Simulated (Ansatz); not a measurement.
A nudged elastic band was laid between two geometries of CH$_{4}$AlNOSe (9 atoms, charge 0, multiplicity 1).

Method: RKS PBE/def2-mTZVP in Ansatz.

| Item | Value |
| --- | --- |
| movable images | 7 |
| climbing image | yes |
| spring | 5.0 eV/Å² |
| optimiser | quadratic models (default) |
| start path | straight line |
| force threshold | 0.05 eV/Å |
| iteration limit | 60 |
| end points | relaxed |

Image 0:

```xyz
9
Properties=species:S:1:pos:R:3
O -0.305 1.072 1.138
C 0.066 0.121 0.177
Se 0.760 -1.557 1.073
N -0.906 -0.233 -0.862
Al 0.454 0.536 -1.684
H -0.832 0.614 1.831
H 1.626 -0.840 2.054
H -1.772 -0.734 -0.637
H 0.997 0.975 -3.107
```

Image 8:

```xyz
9
Properties=species:S:1:pos:R:3
O -0.318 0.719 1.438
C 0.094 0.018 0.290
Se 1.034 -1.630 0.943
N -0.918 -0.289 -0.706
Al 0.377 0.562 -1.589
H -0.938 1.412 1.126
H 1.777 -0.944 2.038
H -1.683 -0.936 -0.475
H 0.665 1.042 -3.081
```

(1) Which bonds break or form, and what moves?

(2) Give the energies along the band, and the barrier.

(3) What is the geometry of the highest image?

Answers

(1) No bond is made or broken. The dihedral H6–O1–C2–N4 goes from 82 to -42°.

(2) The run converged. The highest image is number 5 of 0 to 8, 10.7 kJ/mol above the first end and 2.0 kJ/mol above the last; the last end lies 8.6 kJ/mol above the first. Another band between the same ends (7 images) ends at a top of the same energy, where a vibrational analysis finds 1 clearly imaginary mode.

```csv
image,path coordinate (Å),energy (kJ/mol),dihedral H6–O1–C2–N4 (°)
0,0.00,0.0,82
1,0.21,0.8,70
2,0.41,3.2,56
3,0.62,6.5,41
4,0.83,9.4,24
5,1.03,10.7,6
6,1.22,10.1,-11
7,1.41,9.1,-28
8,1.60,8.6,-42
```

(3) 
```xyz
9
Properties=species:S:1:pos:R:3
O -0.175 0.909 1.345
C 0.150 0.079 0.257
Se 0.963 -1.640 0.945
N -0.900 -0.193 -0.710
Al 0.425 0.578 -1.624
H -1.137 1.084 1.282
H 1.682 -1.007 2.086
H -1.667 -0.833 -0.468
H 0.747 0.977 -3.129
```

Time of the run: 5.5 min on 2 threads of Arm Neoverse V1, with other jobs on the host, peak memory 0.18 GiB.
